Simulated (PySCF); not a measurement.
This script is equivalent to a calculation on Ge (germanium, neutral).

```python
from pyscf import gto, scf, dft, mp, cc
import basis_set_exchange as bse
mol = gto.M(atom="Ge 0 0 0", charge=0, spin=2, symmetry="D2h",
            basis=gto.basis.parse(bse.get_basis("x2c-QZVPPall", elements=["Ge"], fmt="nwchem", header=False, augment_diffuse=1)),
            nucmod="G")
mf = dft.UKS(mol, xc="LDA,VWN").sfx2c1e()
mf.irrep_nelec = {'Ag': (6, 6), 'B1g': (1, 1), 'B2g': (1, 1), 'B3g': (1, 1), 'B1u': (3, 2), 'B2u': (3, 2), 'B3u': (2, 2)}
mf.kernel()
```

What total energy does it give?

-2095.515 hartree (calculated).

Which occupied shell lies highest, and where?

4p α, at -4.409 eV.

What is ⟨S²⟩, and what would a pure spin state give?

2.001, against 2.00.
